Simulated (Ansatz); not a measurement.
C$_{3}$H$_{8}$Si, charge +1, quartet, geometry from GFN2-xTB of the parent state (a state made from the parent by changing its charge; the spin is typed, not shown lowest); R2SCAN/pcseg-1 (Ansatz, a first-principles code).

Input for Ansatz:
Ansatz 0.2 input:
```yaml
crystal:
  periodic: [false, false, false]
  atoms:
    - {symbol: C, position_ang: [1.05833802, 0.47727651, 0.97110393]}
    - {symbol: C, position_ang: [0.96501957, -0.69868733, 0.01191923]}
    - {symbol: Si, position_ang: [-0.84211903, -0.37976868, -0.77270691]}
    - {symbol: C, position_ang: [-0.31879072, 0.99011582, 0.58104385]}
    - {symbol: H, position_ang: [1.86318259, 1.16764572, 0.73806192]}
    - {symbol: H, position_ang: [1.13584709, 0.18482051, 2.01377110]}
    - {symbol: H, position_ang: [1.68976193, -0.65965217, -0.79669617]}
    - {symbol: H, position_ang: [0.94572194, -1.66504962, 0.50831183]}
    - {symbol: H, position_ang: [-1.87958013, -1.31092150, -0.34989867]}
    - {symbol: H, position_ang: [-0.85038746, 0.07979365, -2.15504985]}
    - {symbol: H, position_ang: [-0.29912040, 1.95664619, 0.08499323]}
    - {symbol: H, position_ang: [-1.04316039, 0.95124873, 1.39000123]}
basis:
  gaussian:
    orbitals: pcseg-1.json
hamiltonian:
  xc: r2scan
total_charge: 1
magnetization: {spin_polarized: false, initial_magnetization: 3}
```
The basis file holds pcseg-1 in the JSON format of the Basis Set Exchange.

Q: What does Ansatz print? Leave out banner, timings and long lists.

A: 
```
Functional definition: r2SCAN
1139 factors; their error is unknown
mean field evaluation 1: about -11075.3288 eV, gradient 8.7e1 eV
mean field evaluation 2: about -10920.7906 eV, gradient 1.9e2 eV
mean field evaluation 4: about -11090.6303 eV, gradient 3.9e1 eV
mean field evaluation 8: about -11099.0217 eV, gradient 4.0e-1 eV
mean field evaluation 16: about -11098.9425 eV, gradient 1.3e-2 eV
mean field evaluation 32: about -11098.5378 eV, gradient 1.0e-1 eV
mean field evaluation 64: about -11098.4940 eV, gradient 9.5e0 eV
mean field evaluation 96: about -11076.7793 eV, gradient 4.8e1 eV
mean field evaluation 128: about -11097.4699 eV, gradient 3.9e0 eV
mean field -11098.94247673 eV, -407.8786128866 hartree, gradient 3.3e-5 eV, S^2 3.750000; 6 other end points of the search recorded, 0 dependent functions left out
reference -11098.94249383 eV, -407.8786135149 hartree; 21, 18 occupied and 79, 82 virtual orbitals, 1139 factors
Total energy: -11098.94249383 eV, -407.8786135149 hartree
```
